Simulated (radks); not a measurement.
The arsenic anion As3-, [Kr], held by a Watson sphere: a shell of charge +3 at radius R that stands for the Madelung well of a crystal (potential energy -3/R inside, -3/r outside, in hartree with lengths in bohr). Method: scalar-relativistic Kohn-Sham, LDA (Slater exchange, VWN5 correlation), spin-polarised, spherical densities, finite nucleus; Fermi nuclear charge, rms radius of each element as measured or else 0.836 A^(1/3) + 0.57 fm; computed with a radial shooting solver on a logarithmic mesh with Libxc functionals. Response by self-consistent Sternheimer equations with the Hartree and adiabatic LDA kernel, the relativistic mass of each level held fixed and spin-orbit coupling left out. The sphere does not respond.

R (bohr)	e(3d) (eV)	e(4s) (eV)	e(4p) (eV)	<r> 4p (bohr)	sum of <r^2> (bohr^2)	X-ray form factor at sin(theta)/lambda = 0.3 1/angstrom	alpha (bohr^3)
2.3	-39.479	-16.604	-7.576	2.459	60.86	22.460	37.29
2.51	-38.936	-15.861	-7.158	2.546	64.29	22.472	43.12
3.12	-38.063	-14.101	-5.980	2.795	74.75	22.548	66.61
3.46	-37.770	-13.353	-5.388	2.931	80.85	22.587	84.92
4.44	-37.190	-11.897	-4.022	3.306	99.66	22.644	167.0
4.46	-37.181	-11.876	-3.999	3.313	100.1	22.645	169.3
